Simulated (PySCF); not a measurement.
## Basis and Hamiltonian dependence of the excitation energy of Fe(2+)

Fe(2+) [Ar] 3d6 (5D) → Fe(2+) [Ar] 3d5 4s1 (7S). All values are computed (PySCF 2.14, energy differences of UHF-based or UKS calculations, no spin-orbit coupling). Values in eV.

```csv
basis,Hamiltonian,functions,UHF,LDA,PBE0,MP2 (valence),CCSD(T) (valence),CCSD(T) (valence and next inner shell)
ANO-RCC-VTZP,spin-free X2C,59,2.671,4.235,4.156,3.925,3.883,3.817
aug-cc-pVDZ-DK,spin-free X2C,59,2.386,3.888,3.811,3.379,3.355,n/a
aug-cc-pVDZ,non-relativistic,59,2.852,4.364,4.288,3.847,3.823,n/a
x2c-TZVPPall,spin-free X2C,64,2.391,4.055,3.920,3.551,3.522,3.506
def2-TZVPPD,non-relativistic,67,2.871,4.556,4.415,4.033,4.005,3.992
"x2c-TZVPPall with one added diffuse shell each of s, p, d, f type",spin-free X2C,80,2.375,4.024,3.894,3.532,3.501,3.484
aug-cc-pVTZ-DK,spin-free X2C,93,2.256,3.831,3.714,3.420,3.382,n/a
aug-cc-pVTZ,non-relativistic,93,2.720,4.309,4.189,3.889,3.850,n/a
dyall-av2z,non-relativistic,101,2.801,4.535,4.370,3.847,3.825,n/a
x2c-QZVPPall,spin-free X2C,103,2.266,3.856,3.737,3.462,n/a,n/a
"aug-cc-pVTZ with one added diffuse shell each of s, p, d, f, g type",non-relativistic,118,2.720,4.308,4.188,3.889,n/a,n/a
aug-cc-pwCVTZ-DK,spin-free X2C,127,2.265,3.852,3.730,3.520,n/a,n/a
aug-cc-pwCVTZ,non-relativistic,127,2.728,4.329,4.205,3.988,n/a,n/a
aug-cc-pVQZ-DK,spin-free X2C,140,2.266,3.848,3.722,3.533,n/a,n/a
```

Frozen in the all-electron rows: valence and next inner shell: [Ne]; valence: [Ar].

At UHF, ANO-RCC-VTZP lies more than 0.3 eV from the median of the rows with comparable relativity. Of these, ANO-RCC-VTZP has no diffuse functions of the l that the added or promoted electron needs.

Non-relativistic rows lack the scalar-relativistic shift.
